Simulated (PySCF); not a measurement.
In(Cl)2(Br), SMILES [Cl][In]([Cl])[Br] (PBE0/def2-SVP optimised geometry):

```
4

In    -0.631     0.002     0.000
Cl    -1.815    -1.998     0.002
Cl    -1.822     1.998     0.000
Br     1.822     0.002     0.000
```

Calculation: PBE0/def2-TZVP, def2 effective core potentials past Kr in PySCF.

Q: What are the frontier orbital energies and the dipole moment?

A: HOMO-2 -9.40 eV, HOMO-1 -9.13 eV, HOMO -8.99 eV, LUMO -3.13 eV, LUMO+1 -1.93 eV; dipole moment 0.53 D.

On the same geometry PySCF with PBE/def2-TZVP, def2 effective core potentials past Kr gives HOMO-2 -7.98 eV, HOMO-1 -7.82 eV, HOMO -7.68 eV, LUMO -3.96 eV, LUMO+1 -2.62 eV; dipole moment 0.52 D.
